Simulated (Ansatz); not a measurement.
`[F][Zn][BH][SiH3]` + `C[SiH2][TeH]` → `C[SiH2][Te][SiH3]` + `[BH2][Zn][F]` at 600 K and 1 bar (cleavage of the Si–B bond).

Computed with Ansatz on PBE0-D4/def2-TZVP structures; ΔE is electronic, products minus reactants. CCSD(T)/CBS adds triple-zeta CCSD(T) − MP2 to the extrapolated MP2 energy (def2 sets, frozen cores). Elements past krypton have def2 core potentials. For Te, Zn outer-core shells are correlated without core-valence functions, which leaves a few kJ/mol of doubt a bond. Scalar relativity is left out up to krypton. Each species was taken in one conformer, which may not be the lowest.

```tsv
species	CCSD(T)/CBS energy (Eh)	H − E (kJ/mol)	S (J/(mol·K))
`[F][Zn][BH][SiH3]`	-2194.43736	157.6	438.7
`C[SiH2][TeH]`	-598.49179	212.5	414.1
`C[SiH2][Te][SiH3]`	-888.79691	281.4	511.4
`[BH2][Zn][F]`	-1904.16040	93.4	334.4
```

H − E and S are ideal-gas, rigid-rotor, harmonic terms from PBE0-D4/def2-TZVP, for one conformer and one mirror image of each species. 1 Eh = 2625.50 kJ/mol, R = 8.31446 J/(mol·K).

Question: By hand: ΔE, ΔH, ΔS and ΔG.

Answer: ΔE = (-888.79691) + (-1904.16040) − (-2194.43736) − (-598.49179) = -0.02816 Eh = -73.9 kJ/mol. Δ(H − E) = 281.4 + 93.4 − 157.6 − 212.5 = 4.7, so ΔH = -69.2 kJ/mol. ΔS = 511.4 + 334.4 − 438.7 − 414.1 = -7.0 J/(mol·K). ΔG = -69.2 − 600 × (-7.0)/1000 = -65.0 kJ/mol.

Question: By hand: the equilibrium constant, and the temperature at which ΔG would vanish if ΔH and ΔS stayed fixed.

Answer: log₁₀ K = −ΔG/(RT ln 10) = 5.7. ΔG = 0 at ΔH/ΔS = 9886 K, far beyond where these terms or the molecules hold.

The number of gas molecules stays the same, so ΔS is small and ΔH decides. A doubt of 5 kJ/mol in ΔE shifts log₁₀ K by 0.4 here. Other conformers and mirror images would add mixing entropy, several J/(mol·K) or more a flexible species. Modes under 60 cm⁻¹, often nearly free rotors, make the harmonic entropy too high. These are equilibria of isolated gas molecules and say nothing of rates. Largest T1 diagnostic: 0.016 (customary marks: 0.02 for closed shells, 0.045 for open ones).
